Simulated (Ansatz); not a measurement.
Isolated molecules relaxed with PBE0-D4/def2-TZVP in Ansatz; ΔE leaves out vibrations. CCSD(T)/CBS is the MP2 limit (def2-TZVPP, def2-QZVPP) plus CCSD(T) − MP2 in def2-TZVPP, frozen cores. This one scheme is used for every species. Functionals use def2-TZVPP. B3LYP here is the variant with VWN-RPA as its local correlation; programs differ in this. One conformer a species, not always the lowest.

Consider the cleavage of the Si–Si bond: `O[SiH2][SiH](F)Cl` + NH₃ → `N[SiH](F)Cl` + silanol.

| level | ΔE (kJ/mol) | difference from CCSD(T)/CBS |
| --- | --- | --- |
| r2SCAN-D4 | -81.8 | 4.3 |
| ωB97X-V | -84.6 | 1.5 |
| ωB97M-V | -90.9 | -4.8 |
| r2SCAN | -82.7 | 3.4 |
| PBE0 | -76.0 | 10.1 |
| B3LYP | -86.1 | 0.0 |
| SCS-MP2/def2-QZVPP | -95.5 | -9.4 |
| HF/CBS(def2) | -107.5 | -21.4 |
| MP2/CBS(def2) | -93.4 | -7.3 |
| CCSD/CBS(def2) | -89.0 | -2.9 |
| CCSD(T)/CBS | -86.1 | 0 |

Largest T1 diagnostic among the species: 0.012.

From PBE to PBE0 (25 % exact exchange), in def2-TZVPP and without D4, ΔE moves by −9.2 kJ/mol. The D4 term adds +4.7 kJ/mol with B3LYP and +2.9 kJ/mol with PBE0; it sums over pairs of atoms, weighted by their polarisabilities, and B3LYP, whose exchange is more repulsive, gets the larger term.
